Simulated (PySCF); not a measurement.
A GIAO shielding run with PySCF 2.14.0 with density-fitted response routines (density fitting, non-relativistic, gas phase) on `CN[Si@@H](N)NCCC#N`, C$_{4}$H$_{12}$N$_{4}$Si:

```
$ OMP_NUM_THREADS=1 python probes_run.py task.json out

{"job": {"kind": "nmr", "xc": "PBE0", "basis": "pcSseg-1"}, "charge": 0, "multiplicity": 1}
C     -3.148144    -0.591352    -0.671579
N     -1.945209    -0.666476     0.118849
Si    -0.617477     0.403642    -0.114099
N     -1.009769     2.052504     0.250646
N      0.555841     0.000206     1.079793
C      1.568338    -0.990771     0.911165
C      2.948605    -0.410986     0.514923
C      2.905281     0.252093    -0.758847
N      2.870421     0.786627    -1.769190
H     -3.681919    -1.543098    -0.641652
H     -3.830982     0.198038    -0.332841
H     -2.873656    -0.379814    -1.702767
H     -2.136817    -0.965911     1.062788
H     -0.160918     0.148140    -1.483749
H     -1.868297     2.406679    -0.138656
H     -0.289797     2.749081     0.143542
H      0.806512     0.709456     1.749360
H      1.232698    -1.686370     0.141652
H      1.710298    -1.552541     1.845540
H      3.686792    -1.216071     0.466115
H      3.269279     0.313866     1.269579
```

Hardware: 1 thread of an Arm Neoverse N1, shared host. The job also computes population analyses, field gradients.

Question: How large is the calculation?

Answer: 78 electrons, 220 basis functions and 1145 auxiliary functions.

Question: How long does it take, and how much memory does it need?

Answer: 85 s of wall time, with 14 SCF cycles and 5 response iterations; peak memory 0.9 GiB. Times on a shared host scatter by some tens of per cent.
